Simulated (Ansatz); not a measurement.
The cluster Sn3H6. Total charge 0; singlet. Geometry relaxed at PBE0-D4/def2-SVP.

```xyz
9

Sn    0.641   -0.479    1.091
Sn   -0.715   -1.065   -1.903
Sn   -0.048    1.495   -0.740
H     0.196   -1.769   -0.213
H     2.231   -1.088    1.319
H    -1.157    2.544    0.044
H     1.393    2.375   -1.063
H    -0.376   -1.069    2.339
H    -2.166   -0.943   -0.875
```

In the def2 sets Sn takes a core potential; there is no spin–orbit coupling. The structure comes from a short search, and lower isomers may exist.

Q: Estimate the harmonic wavenumbers at RKS PBE0-D4/def2-SVP (Ansatz, unscaled). Is this a minimum?

A: 111, 152, 178, 197, 261, 278, 378, 432, 447, 510, 523, 706, 717, 724, 1020, 1316, 1714, 1896, 1901, 1909, 1924 cm⁻¹. Yes, no mode is imaginary beyond noise. Zero-point energy 103.4 kJ/mol. It took 78 s on 4 threads of Arm Neoverse V2 on a shared host.
